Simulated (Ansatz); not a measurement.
**Reading a saddle point**

A first-order saddle point of CH$_{4}$BBr, closed shell, PBE0-D4/def2-TZVP, with one imaginary mode of 179i cm⁻¹:

B1  (-0.123, -0.268, 0.736)
Br2  (2.303, -0.138, -0.239)
C3  (-0.901, -0.032, -0.399)
H4  (1.065, 0.688, -0.281)
H5  (0.206, -0.367, 1.861)
H6  (-1.945, 0.241, -0.244)
H7  (-0.604, -0.125, -1.434)
(Å)

Program: Ansatz 0.2.0. Basis: def2-TZVPP and def2-QZVPP. Cores are frozen in the correlated methods. Filled d shells of the heavier atoms are correlated. The def2 sets are not built for correlating such inner shells, so the correlated values are less sure here. Extrapolation: Hartree–Fock as exp(−7.88 √X), correlation as X^−2.97.

**Question.** Which contacts change along the imaginary mode, and what lies on either side? (A judgement: the text doesn't fix the answer.)

**Answer.** The calculation gives: The step is CH₄BBr ([CH3][BH][Br]) → CH₃B ([BH][CH2]) + HBr, with the molecules in contact on both sides. Shortening one way: Br2–H4; lengthening the same way: B1–Br2, C3–H4.
| pair | one side (Å) | saddle (Å) | other side (Å) |
| --- | --- | --- | --- |
| Br2–H4 | 3.74 | 1.49 | 1.45 |
| B1–Br2 | 1.91 | 2.62 | 3.89 |
| C3–H4 | 1.10 | 2.10 | 2.14 |

**Question.** Which side is lower, and how far does the saddle lie above each? (To be estimated.)

**Answer.** By the calculation: The side with B1–Br2, C3–H4 short is lower by 66.48 kcal/mol; the saddle lies 70.54 kcal/mol above it and 4.06 kcal/mol above the other (CCSD(T) at an estimated basis limit (MP2 extrapolated from triple and quadruple zeta, plus CCSD(T) − MP2 in triple zeta); electronic energies).

T1 diagnostic: at most 0.011.

Labels in which every atom is bracketed show which atoms are joined, not bond orders.

For scale, one of the runs: CCSD(T)/def2-TZVPP, 166 basis functions, launched by `ansatz run in.yaml --threads 2 --pin off --events-out ev --progress --plain --max-ram 4352MiB`. Hardware: 2 CPU threads of an Intel Xeon 6975P-C, shared host. Wall time 20 s; peak host memory 1.5 GiB.
